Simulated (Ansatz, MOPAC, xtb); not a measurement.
Complex: HF (SMILES F) (first 2 atoms) with SO2 (SMILES O=S=O); geometry from B3LYP-D3(BJ)/def2-TZVP, rigid monomers moved along the line of their centres of mass till H2···O3 is 2.58 Å.
(charge 0, multiplicity 1):
```json
[
 {"atom": "F", "x (Å)": "0.3508", "y (Å)": "0.5070", "z (Å)": "-0.6568"},
 {"atom": "H", "x (Å)": "0.0840", "y (Å)": "0.7241", "z (Å)": "0.2106"},
 {"atom": "O", "x (Å)": "-0.4673", "y (Å)": "0.5062", "z (Å)": "2.7197"},
 {"atom": "S", "x (Å)": "-0.3257", "y (Å)": "-0.7269", "z (Å)": "3.4620"},
 {"atom": "O", "x (Å)": "-0.6664", "y (Å)": "-0.7114", "z (Å)": "4.8548"}
]
```

Monomers are frozen at their geometry in the pair; levels with a basis set take the counterpoise correction.

The state that PM6 reach isn't checked.

Programs: Ansatz (a quantum-chemistry and plane-wave program) with Gaussian orbitals; MOPAC for PM6 (differences of heats of formation); xtb for the GFN methods. Values without a source in brackets are computed.

**Question.** One of these levels gives -2.50 kcal/mol for the interaction energy. Which one is it?
A. HF/aug-cc-pV(D+d)Z
B. GFN2-xTB
C. PM6

**Answer.** A, HF/aug-cc-pV(D+d)Z. The others give -2.08 (PM6), -4.15 (GFN2-xTB)
